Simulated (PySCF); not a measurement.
Start geometry of `[SiH2](C#C[SiH3])O[SiH2]OCC` from GFN2-xTB (Å):
```
atom  x, y, z in Å
C1    -3.8460    1.0359    0.1527
C2    -3.5830   -0.4632    0.1306
O3    -2.2229   -0.7733    0.1872
Si4   -1.0468   -0.4639   -0.8774
O5     0.2372   -1.2412   -0.3008
Si6    1.3661   -1.7075    0.7644
C7     2.7951   -0.5309    0.6404
C8     3.7370    0.2267    0.5610
Si9    5.1757    1.3792    0.4287
H10   -4.9161    1.2237    0.1835
H11   -3.3807    1.4804    1.0284
H12   -3.4276    1.4983   -0.7374
H13   -4.0204   -0.8997   -0.7761
H14   -4.0466   -0.9388    1.0021
H15   -0.7268    0.9600   -0.9562
H16   -1.3144   -1.0681   -2.1809
H17    0.8244   -1.6669    2.1241
H18    1.7651   -3.0423    0.3144
H19    4.7876    2.5293   -0.3928
H20    6.2921    0.6604   -0.1927
H21    5.5423    1.8188    1.7783
```

Question: What comes out of this run: PBE0-D3(BJ)/def2-SVP geometry optimisation, gas phase in PySCF 2.14.0?

Answer: 
```
atom  x, y, z in Å
C1    -3.3387    1.2278    0.3581
C2    -2.2058    0.2434    0.5385
O3    -1.2552    0.3820   -0.4953
Si4   -0.8710   -0.7851   -1.6012
O5    -0.0320   -2.0262   -0.8820
Si6    0.9654   -2.2596    0.4188
C7     2.1487   -0.8621    0.5662
C8     2.9136    0.0903    0.6546
Si9    4.0434    1.5325    0.7781
H10   -4.0516    1.1604    1.1940
H11   -2.9477    2.2552    0.3149
H12   -3.8826    1.0303   -0.5782
H13   -2.6018   -0.7900    0.5824
H14   -1.6930    0.4228    1.4997
H15   -0.0296   -0.1198   -2.6248
H16   -2.1010   -1.3986   -2.1769
H17    0.1650   -2.3252    1.6749
H18    1.7182   -3.5250    0.2187
H19    3.5824    2.5971   -0.1585
H20    5.4280    1.1119    0.4173
H21    4.0285    2.0525    2.1759
```

The energy falls by 28.4 kJ/mol over 20 energy and gradient evaluations, the largest force component goes from 0.0238 to 4.2e-04 Eh/bohr, and the atoms move by 1.334 Å rms after alignment. The bond that changes most is Si4–O5 (oxygen-bound silicon to siloxane oxygen), which lengthens by 0.054 Å. Bonds longer at the end by more than 0.005 Å: 17 of 20; shorter: 3. Among the angles that change most is Si4–O5–Si6, from 158.6° to 138.5°. Among the dihedrals that turn most is C2–O3–Si4–H16, from -59° to 47°. Rotational constants go from 2047, 296.2, 273.8 to 1141, 458.4, 376.3 MHz. The orientation of the end geometry is arbitrary; only internal coordinates are fixed.

The run used 198 basis functions and 151 SCF cycles in all. On one thread of an x86-64 server, no GPU (shared host), this took 15 min wall.

No frequency check. One conformer, not necessarily the lowest.
